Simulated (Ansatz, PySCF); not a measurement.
C₄H₇Cl, SMILES C1C(Cl)(C)C1.

Coordinates come from a PBE0-D3(BJ)/def2-SVP optimisation.

Vertical ionisation energy (IE) and electron affinity (EA) in eV. Rows of orbital energies are one-electron estimates. Where ΔSCF, EOM or ADC give a negative EA the extra electron is unbound and the value depends on the basis.

| level | IE | EA |
|---|---|---|
| −ε(HOMO), −ε(LUMO), PBE0/def2-TZVP (PySCF) | 7.63 | -0.74 |
| −ε(HOMO), −ε(LUMO), PBE/def2-TZVP (PySCF) | 6.32 | 0.36 |
| ΔSCF, CAM-B3LYP/def2-SVPD (Ansatz), final states of multiplicity 2 and 2 | (withheld) | (withheld) |
| ΔSCF, PBE/def2-SVPD (Ansatz), final states of multiplicity 2 and 2 | 9.54 | -1.46 |

Question: Fill in the missing entries. (Estimate from the structure and the level; the computed values follow.)

Answer: 
- ΔSCF, CAM-B3LYP/def2-SVPD (Ansatz, a quantum-chemistry and plane-wave program), final states of multiplicity 2 and 2, IE: 10.01
- ΔSCF, CAM-B3LYP/def2-SVPD (Ansatz), final states of multiplicity 2 and 2, EA: -1.85

Question: What vertical singlet–triplet gap does ΔSCF give with CAM-B3LYP/def2-SVPD (Ansatz) and with PBE/def2-SVPD (Ansatz)? (An estimate is asked for; the answer gives what the named calculation found.)

Answer: 6.29 and 5.71 eV (triplet above singlet where positive).
